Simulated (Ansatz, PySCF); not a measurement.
The pair A = AlF2H (SMILES [F][AlH][F]) (first 4 atoms), B = NH3 (SMILES N); geometry from B3LYP-D3(BJ)/def2-TZVP.
(charge 0, multiplicity 1):
```xyz
8

F      1.22791     0.74734     0.62885
Al    -0.27665     0.27817     1.18905
F     -0.70809    -1.29945     0.83888
H     -1.41822     1.36068     1.21564
N      0.25419    -0.02502     3.12748
H      0.61181     0.81849     3.56749
H     -0.51667    -0.37514     3.68980
H      0.99452    -0.72286     3.14783
```

Frozen-core correlation. MP2 and its Hartree–Fock in aug-cc-pV(Q+d)Z are density fitted. Rows in 6-31G* carry no dispersion term and start afresh at each structure (6-31G* with six Cartesian d functions).

Run with Ansatz (Gaussian basis) for Hartree–Fock, density functionals and correlated methods; PySCF for 6-31G* rows. Values without a source in brackets are computed.

Total energies (hartree), monomers frozen at their geometry in the pair:

```csv
structure,HF/6-31G*,PBE/def2-TZVPPD,MP2/aug-cc-pV(Q+d)Z
AB,-497.7511962,-499.1979875,-498.8252481
A in the pair's basis,-441.5005313,-442.6271715,-442.2839786
B in the pair's basis,-56.1891792,-56.5129133,-56.4777891
A,-441.4985613,-442.6268060,-442.2835127
B,-56.1837196,-56.5126324,-56.4775068
```

Q: Work out the interaction energy without and with the counterpoise correction, and the superposition error, for each level.

A: 
E(AB) − E(A) − E(B), times 627.509 kcal/mol, with the monomers in their own basis and then in the pair's basis:
- HF/6-31G*: -43.24 uncorrected, -38.58 corrected; the monomers gain 4.66 kcal/mol from borrowed functions
- PBE/def2-TZVPPD: -36.74 uncorrected, -36.33 corrected; the monomers gain 0.41 kcal/mol from borrowed functions
- MP2/aug-cc-pV(Q+d)Z: -40.30 uncorrected, -39.83 corrected; the monomers gain 0.47 kcal/mol from borrowed functions

Ansatz is an electronic-structure program.
